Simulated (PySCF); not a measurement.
C₅H₁₂S, SMILES CCCCSC, GFN2-xTB optimised geometry.

```
18

C      1.97    -1.03     0.00
C      0.45    -1.03     0.00
C     -0.11     0.39     0.00
C     -1.63     0.38     0.01
S     -2.36     2.05    -0.12
C     -2.00     2.69     1.55
H      2.36    -0.53     0.89
H      2.35    -0.52    -0.88
H      2.36    -2.05    -0.01
H      0.09    -1.57     0.88
H      0.09    -1.56    -0.88
H      0.26     0.92     0.88
H      0.23     0.92    -0.89
H     -2.02    -0.08     0.92
H     -2.02    -0.16    -0.85
H     -2.51     3.65     1.62
H     -0.93     2.82     1.68
H     -2.40     2.00     2.29
```

Density from PBE0/def2-SVP (PySCF 2.14.0) at that geometry.

Minimum of the electron density along straight lines between bonded atoms, close to the bond critical point (lines longer than 1.1 times the sum of covalent radii, or with two minima, are not listed):

| bond | length / Å | ρ at the minimum / e bohr⁻³ | ∇²ρ there / e bohr⁻⁵ | position (fraction from the first atom) |
|---|---|---|---|---|
| C1–C2 | 1.524 | 0.244 | -0.55 | 0.50 |
| C2–C3 | 1.528 | 0.244 | -0.55 | 0.50 |
| C3–C4 | 1.520 | 0.248 | -0.57 | 0.49 |
| C4–S5 | 1.823 | 0.179 | (withheld) | 0.46 |
| S5–C6 | 1.815 | 0.180 | (withheld) | 0.53 |
| C1–H7 | 1.088 | 0.276 | -1.00 | 0.62 |
| C1–H8 | 1.088 | 0.276 | -1.01 | 0.62 |
| C1–H9 | 1.087 | 0.276 | -1.01 | 0.62 |
| C2–H10 | 1.093 | 0.275 | -0.99 | 0.62 |
| C2–H11 | 1.092 | 0.276 | -0.99 | 0.62 |
| C3–H12 | 1.092 | 0.275 | -0.99 | 0.62 |
| C3–H13 | 1.092 | 0.276 | -1.01 | 0.63 |
| C4–H14 | 1.091 | 0.277 | -1.02 | 0.63 |
| C4–H15 | 1.090 | 0.278 | -1.04 | 0.63 |
| C6–H16 | 1.085 | 0.279 | -1.05 | 0.64 |
| C6–H17 | 1.086 | 0.279 | -1.05 | 0.63 |
| C6–H18 | 1.086 | 0.278 | -1.04 | 0.63 |

Q: What belongs in the gaps?

A: 
- C4–S5, ∇²ρ there / e bohr⁻⁵: -0.31
- S5–C6, ∇²ρ there / e bohr⁻⁵: -0.33
